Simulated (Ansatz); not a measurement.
# Nudged elastic band run: CH4AlNO

The input (input.yaml):

```yaml
crystal:
  periodic: [false, false, false]
  atoms:
    - { symbol: "N", position_ang: [-1.255489, 1.490254, 0.329409] }
    - { symbol: C, position_ang: [0.012653, 1.315139, 0.158652] }
    - { symbol: Al, position_ang: [0.812049, -0.481812, -0.156879] }
    - { symbol: O, position_ang: [-0.450884, -1.654035, -0.127447] }
    - { symbol: H, position_ang: [-1.748481, 0.574488, 0.276519] }
    - { symbol: H, position_ang: [0.626612, 2.249472, 0.198407] }
    - { symbol: H, position_ang: [2.337797, -0.886308, -0.419052] }
    - { symbol: H, position_ang: [-0.334258, -2.607198, -0.259608] }
basis:
  gaussian: { orbitals: def2-SVP }
hamiltonian:
  xc: pbe
neb:
  order_check: false
  images: 7
  f_tol: 0.05
  max_iterations: 60
  initial_path: idpp
  final_atoms:
    - { symbol: "N", position_ang: [-1.28289654, 0.70395926, 0.24702912] }
    - { symbol: C, position_ang: [-0.03379864, 1.01682754, 0.12306925] }
    - { symbol: Al, position_ang: [1.04377289, -0.62803425, -0.20719495] }
    - { symbol: O, position_ang: [0.08514628, -2.0580541, -0.25178211] }
    - { symbol: H, position_ang: [-1.87874969, 1.54054195, 0.42120215] }
    - { symbol: H, position_ang: [0.3174776, 2.07904608, 0.20213858] }
    - { symbol: H, position_ang: [2.61376331, -0.77493511, -0.42492635] }
    - { symbol: H, position_ang: [-0.86471621, -1.87935137, -0.10953468] }
```

Launched with:

```bash
$ ansatz run input.yaml --threads 1 --pin off --max-ram 2048MiB --backend cpu --events-out ev --progress --plain --runs-dir out
```

Output, in part (warnings, iteration lines, the closing report on the highest movable image, with atoms numbered from 0):

```
NEB end point (image 0): max|allowed force component| = 1.257e-2 eV/Å (the criterion of neb.relax_end_points is 1.000e-2)
NEB end point (image 8): max|allowed force component| = 9.912e-3 eV/Å (the criterion of neb.relax_end_points is 1.000e-2)
NEB iter   1: max|band force component| = 2.568e0 eV/Å  barrier→ = 1.4796 eV  barrier← = 1.5081 eV  Δτ_max = 0.1964 Å  (245 SCF iters)
NEB iter   2: max|band force component| = 1.086e0 eV/Å  barrier→ = 1.3960 eV  barrier← = 1.4245 eV  Δτ_max = 0.1500 Å  (205 SCF iters)
NEB iter   3: max|band force component| = 7.194e-1 eV/Å  barrier→ = 1.3794 eV  barrier← = 1.4079 eV  Δτ_max = 0.1967 Å  (205 SCF iters)
NEB iter   4: max|band force component| = 1.401e0 eV/Å  barrier→ = 1.4803 eV  barrier← = 1.5087 eV  Δτ_max = 0.1008 Å  (232 SCF iters)
NEB iter   5: max|band force component| = 3.729e-1 eV/Å  barrier→ = 1.3721 eV  barrier← = 1.4006 eV  CI = image 4  Δτ_max = 0.0644 Å  (205 SCF iters)
NEB iter   6: max|band force component| = 2.385e-1 eV/Å  barrier→ = 1.3618 eV  barrier← = 1.3903 eV  CI = image 4  Δτ_max = 0.0555 Å  (206 SCF iters)
NEB iter   7: max|band force component| = 2.658e-1 eV/Å  barrier→ = 1.3525 eV  barrier← = 1.3810 eV  CI = image 4  Δτ_max = 0.0278 Å  (211 SCF iters)
NEB iter   8: max|band force component| = 2.320e-1 eV/Å  barrier→ = 1.3457 eV  barrier← = 1.3742 eV  CI = image 4  Δτ_max = 0.0557 Å  (214 SCF iters)
NEB iter   9: max|band force component| = 2.468e-1 eV/Å  barrier→ = 1.3314 eV  barrier← = 1.3599 eV  CI = image 4  Δτ_max = 0.1112 Å  (209 SCF iters)
NEB iter  10: max|band force component| = 2.502e-1 eV/Å  barrier→ = 1.3044 eV  barrier← = 1.3329 eV  CI = image 4  Δτ_max = 0.1109 Å  (205 SCF iters)
NEB iter  11: max|band force component| = 2.171e-1 eV/Å  barrier→ = 1.2830 eV  barrier← = 1.3114 eV  CI = image 4  Δτ_max = 0.1110 Å  (207 SCF iters)
NEB iter  12: max|band force component| = 1.616e-1 eV/Å  barrier→ = 1.2677 eV  barrier← = 1.2962 eV  CI = image 4  Δτ_max = 0.1107 Å  (206 SCF iters)
NEB iter  13: max|band force component| = 5.767e-1 eV/Å  barrier→ = 1.2585 eV  barrier← = 1.2870 eV  CI = image 4  Δτ_max = 0.0553 Å  (206 SCF iters)
NEB iter  14: max|band force component| = 1.620e-1 eV/Å  barrier→ = 1.2556 eV  barrier← = 1.2841 eV  CI = image 4  Δτ_max = 0.1103 Å  (207 SCF iters)
NEB iter  15: max|band force component| = 2.499e-1 eV/Å  barrier→ = 1.2518 eV  barrier← = 1.2803 eV  CI = image 4  Δτ_max = 0.0553 Å  (205 SCF iters)
NEB iter  16: max|band force component| = 1.573e-1 eV/Å  barrier→ = 1.2503 eV  barrier← = 1.2788 eV  CI = image 4  Δτ_max = 0.0554 Å  (208 SCF iters)
NEB iter  17: max|band force component| = 8.909e-2 eV/Å  barrier→ = 1.2493 eV  barrier← = 1.2778 eV  CI = image 4  Δτ_max = 0.0555 Å  (209 SCF iters)
NEB iter  18: max|band force component| = 4.117e-2 eV/Å  barrier→ = 1.2490 eV  barrier← = 1.2775 eV  CI = image 4  Δτ_max = 0.0000 Å  (403 SCF iters)
Total energy: -11220.36691015 eV, -412.3408785101 hartree
Atom 0 at    -1.331470     0.818751     0.259534 Å, force    -0.001850    -0.001111    -0.001235 eV/Å
Atom 1 at    -0.116528     1.137299     0.142455 Å, force     0.005504     0.006923     0.008126 eV/Å
Atom 2 at     1.147778    -0.409931    -0.191371 Å, force    -0.007107    -0.005087    -0.003520 eV/Å
Atom 3 at     0.314565    -1.923394    -0.255423 Å, force     0.013721    -0.003151    -0.001000 eV/Å
Atom 4 at    -2.285192     0.522378     0.345958 Å, force    -0.000852     0.000891    -0.000323 eV/Å
Atom 5 at     0.189562     2.229722     0.229484 Å, force    -0.003144    -0.007991    -0.004104 eV/Å
Atom 6 at     2.730840    -0.506004    -0.404466 Å, force    -0.000412     0.000256     0.000911 eV/Å
Atom 7 at    -0.649556    -1.868820    -0.126171 Å, force    -0.005859     0.009270     0.001145 eV/Å
Dipole moment:    -0.456523     0.203726     0.081339 e Å
```

It converged. The profile has 2 maxima (images 1, 4) with wells between them (image 2): this band takes more than one step, which may be the mechanism or a detour left from its start path. A vibrational analysis at the climbing image gives one clearly imaginary mode, 1162i cm⁻¹: a first-order saddle point.

Final band (atoms are numbered from 1 in the order of the input):

```csv
image,path coordinate (Å),energy (kJ/mol),angle H5–N1–C2 (°)
0,0.00,0.0,110
1,0.66,10.1,109
2,1.32,7.0,110
3,1.98,9.7,115
4,2.64,120.5,177
5,2.93,71.6,150
6,3.21,16.3,126
7,3.49,-1.5,114
8,3.77,-2.7,112
```

Time of the run: 4.8 min on 1 thread of Arm Neoverse V1, with other jobs on the host, peak memory 0.14 GiB.
